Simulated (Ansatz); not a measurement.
Other settings, tried on Cu₃F₄⁻.

```yaml
crystal:
  periodic: [false, false, false]
  atoms:
    - {symbol: Cu, position_ang: [0.424482, -1.666746, 1.720567]}
    - {symbol: Cu, position_ang: [-0.301105, 1.554595, -1.846752]}
    - {symbol: Cu, position_ang: [-0.308704, 0.279532, 0.315456]}
    - {symbol: F, position_ang: [-1.195892, -1.247106, 0.913022]}
    - {symbol: F, position_ang: [-1.056191, 1.321082, -3.437274]}
    - {symbol: F, position_ang: [1.935588, -2.117997, 2.536805]}
    - {symbol: F, position_ang: [0.501834, 1.876630, -0.201823]}
basis:
  gaussian: {orbitals: def2-mTZVPP}
total_charge: -1
hamiltonian: {xc: {name: PBE-QIDH}}
scf: {lower_state_search: light}
output: {forces: true}
```

```sh
$ ansatz run in.yaml --threads 4 --pin off --events-out ev --progress --plain --max-ram 4787MiB
```

Output, abridged:

```
Functional definition: PBE-QIDH
1937 factors; integrals over basis functions are off by at most 2.3e-4 eV
mean field evaluation 1: about -144718.1888 eV, gradient 5.8e1 eV
mean field evaluation 2: about -144718.6893 eV, gradient 5.9e1 eV
mean field evaluation 4: about -144723.1793 eV, gradient 1.3e1 eV
mean field evaluation 8: about -144723.4228 eV, gradient 1.2e0 eV
mean field evaluation 16: about -144723.4476 eV, gradient 2.7e-3 eV
mean field -144723.44756576 eV, -5318.4886009655 hartree, gradient 3.2e-6 eV, S^2 0.000000; 0 other end points of the search recorded, 0 dependent functions left out
19 core orbitals not correlated: weight in the atoms' cores, before any rotation towards them, 1.000 or more for the frozen orbitals, at most 0.000 for the correlated occupied ones
reference -144723.44758874 eV, -5318.4886018102 hartree; 43, 43 occupied and 133, 133 virtual orbitals, 1937 factors
second order -78.91888664 eV of doubles, -0.00000000 eV of singles
Total energy: -144749.75388429 eV, -5319.4553403405 hartree
Atom 0 at     0.424482    -1.666746     1.720567 Å, force     0.058549    -0.371495     0.262120 eV/Å
Atom 1 at    -0.301105     1.554595    -1.846752 Å, force     0.029705     0.290446    -0.356985 eV/Å
Atom 2 at    -0.308704     0.279532     0.315456 Å, force    -0.135462     0.125827     0.139784 eV/Å
Atom 3 at    -1.195892    -1.247106     0.913022 Å, force     0.091443     0.039323     0.000916 eV/Å
Atom 4 at    -1.056191     1.321082    -3.437274 Å, force    -0.005682    -0.010818    -0.005540 eV/Å
Atom 5 at     1.935588    -2.117997     2.536805 Å, force     0.017481     0.002348     0.001176 eV/Å
Atom 6 at     0.501834     1.876630    -0.201823 Å, force    -0.056034    -0.075631    -0.041472 eV/Å
Dipole moment:    -0.336669     0.304762     0.344583 e Å
```

It took 22 s on 4 threads of Arm Neoverse V2 on a shared host, peak host memory 0.82 GiB.

Correlated methods freeze 19 core orbitals. The highest occupied level of an anion often lies above zero with these methods, and sets without diffuse functions describe the outer electron poorly.

The dipole of an ion depends on the origin.
